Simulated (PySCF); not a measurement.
## Radial density of Br (bromine, neutral)

MN15, [Ar] 3d10 4s2 4p4 4d1, one real determinant (an excited configuration). Calculation: PySCF 2.14, in aug-cc-pVTZ-PP with ECP10MDF; scalar relativity through the core potential. This is the valence pseudo-density: the core potential removes the inner electrons and smooths the orbitals near the nucleus.

```csv
r (bohr),4πr²ρ (e/bohr),4πr²(ρα − ρβ)
0.000576,2.204e-05,0.0000
0.000968,6.221e-05,0.0000
0.00163,0.0001747,0.0000
0.00274,0.0004845,0.0000
0.00461,0.001299,0.0000
0.00775,0.003219,0.0000
0.0130,0.007030,0.0000
0.0219,0.01383,0.0000
0.0369,0.02667,0.0000
0.0620,0.1070,0.0002
0.104,0.8527,0.0017
0.176,5.465,0.0192
0.295,21.45,0.1557
0.497,33.78,0.1946
0.835,12.21,0.0868
1.41,4.536,1.1892
2.36,2.267,0.9987
3.98,0.4606,0.3496
6.69,0.01767,0.0167
```

⟨L²⟩ = 8.02 against 12 for a pure F term, so this real determinant mixes terms. Energies and moments cover only the electrons outside the core potential. The outer electron is Rydberg-like, and this basis confines it to a smaller radius and binds it less than a complete one would. At MN15 the highest occupied level has a positive energy, so only the finite basis holds that electron; for this excited configuration the basis is too tight for the outer shell.
